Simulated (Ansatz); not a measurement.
Relaxation of BFH4SSi (8 atoms, charge 0, multiplicity 1), to a largest force component of 0.015 eV/Å in at most 40 steps.

Level of theory: Ansatz 0.2.0, RKS PBE0/def2-SVP.

```xyz
8
Properties=species:S:1:pos:R:3
B 0.248 1.738 -0.388
S 0.605 0.621 0.916
Si -0.219 -1.277 0.306
F -1.724 -1.277 0.852
H -0.279 1.369 -1.364
H 0.568 2.849 -0.238
H -0.313 -1.313 -1.139
H 0.443 -2.387 0.957
```

Task: Where does it end, and by what steps?

Result: The run converged. The force dipped under the threshold on the way, but the program's further checks kept it going. After 14 steps the energy has fallen by 0.142 eV; H5 moved furthest, 0.25 Å.

| step | energy less start (eV) | largest force component (eV/Å) | accepted |
| --- | --- | --- | --- |
| 0 | 0.0000 | 1.007 | yes |
| 1 | -0.0971 | 0.405 | yes |
| 2 | -0.1310 | 0.325 | yes |
| 3 | -0.1075 | 0.483 | no |
| 4 | -0.1394 | 0.072 | yes |
| 5 | -0.1381 | 0.065 | no |
| 6 | -0.1407 | 0.027 | yes |
| 7 | -0.1408 | 0.025 | yes |
| 8 | -0.1413 | 0.012 | yes |
| 9 | -0.1417 | 0.087 | yes |
| 10 | -0.1420 | 0.046 | yes |
| 11 | -0.1421 | 0.023 | yes |
| 12 | -0.1388 | 0.208 | no |
| 13 | -0.1422 | 0.010 | yes |
| 14 | -0.1422 | 0.008 | yes |

```xyz
8
Properties=species:S:1:pos:R:3
B 0.214 1.697 -0.353
S 0.779 0.574 0.916
Si -0.221 -1.225 0.293
F -1.783 -1.164 0.726
H -0.499 1.324 -1.252
H 0.586 2.838 -0.262
H -0.163 -1.366 -1.182
H 0.416 -2.355 1.016
```

The run took 46 s on 1 thread of Intel(R) Xeon(R) Platinum 8375C CPU @ 2.90GHz (Ice Lake), on a shared host, peak memory 0.26 GiB.
